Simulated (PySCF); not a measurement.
# Correlation energy of Er³⁺ (erbium, charge +3)

[Xe] 4f11, one real determinant. All numbers are calculated (PySCF 2.14, scalar relativity by spin-free X2C-1e, in ANO-RCC-VTZP). Frozen: [Kr] 4d10; 19 electrons correlated.

MP2 pair energies summed by pair of shells (mhartree):

```json
{"pair": "4f-4f", "energy": "-416.76", "share (%)": "46.6"}
{"pair": "4f-5p", "energy": "-251.43", "share (%)": "28.1"}
{"pair": "5p-5p", "energy": "-130.29", "share (%)": "14.6"}
{"pair": "4f-5s", "energy": "-56.25", "share (%)": "6.3"}
{"pair": "5s-5p", "energy": "-33.79", "share (%)": "3.8"}
{"pair": "5s-5s", "energy": "-6.45", "share (%)": "0.7"}
```

Total MP2 correlation energy: -894.97 mhartree.

Same-spin part -345.49 and opposite-spin part -549.49 mhartree; SCS-MP2 scales them by 1/3 and 6/5 to -774.55 mhartree.

The reference is one real determinant that mixes LS terms of this configuration.
